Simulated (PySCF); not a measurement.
Mn(Cp)(CO)3, C8H5MnO3, singlet at its GFN2-xTB optimised geometry (Å):

```
17

Mn    -0.7959    -0.1431     0.0000
C      1.3776    -0.1431     0.0000
C      0.9072     0.0778     1.3145
C      0.1638     1.2872     1.3147
C      0.1676     1.8020     0.0000
C      0.9035     0.9090    -0.8201
H      2.0858    -0.9052    -0.2975
H      1.2142    -0.4719     2.1941
H     -0.1970     1.8046     2.1937
H     -0.1975     2.7760    -0.2977
H      1.2126     1.1008    -1.8388
O     -2.8834     0.9229    -1.7616
C     -2.0858     0.4761    -1.0673
O     -2.6447    -0.9632     2.1222
C     -1.9432    -0.6584     1.2664
O     -0.7118    -2.7760    -1.2887
C     -0.7785    -1.7474    -0.7832
```

Computed with PySCF with PBE0/def2-SVP. Cells within 0.4 Å of a nucleus heavier than hydrogen are left out (blank, or x).

Map of the electron localisation function on the plane z = 1.5 Å:

```
|0000000000000000000000000000000|
|0000000000000000000000000000000|
|0000000000000000000000000000000|
|0000000000000000000000000000000|
|0000000000000000000000000000000|
|0000000000000000000000000000000|
|0000000000000000000000000000000|
|0000000000000011111100000000000|
|0000000000001456543210000000000|
|0000000000003788765410000000000|
|0000000000014785366410000000000|
|000000000001476xx57521000000000|
|000000000011466xx99753100000000|
|0000000012212567998765210000000|
|00000012466412588xx465210000000|
|00001235667731366xx464210000000|
|0001345761386226655874100000000|
|000256786xx77324678862000000000|
|0003578883377322456630000000000|
|0002567887665211122200000000000|
|0001456655432100000000000000000|
|0000244322110000000000000000000|
|0000012210000000000000000000000|
|0000000000000000000000000000000|
|0000000000000000000000000000000|
|0000000000000000000000000000000|
|0000000000000000000000000000000|
|0000000000000000000000000000000|
|0000000000000000000000000000000|
|0000000000000000000000000000000|
|0000000000000000000000000000000|
```
Scale: ten equal steps from 0.000 (start of '0') to 0.929 (end of '9'), in the order '0123456789'; x runs from -5.00 to 5.00, y from -5.00 (bottom) to 5.00 (top).
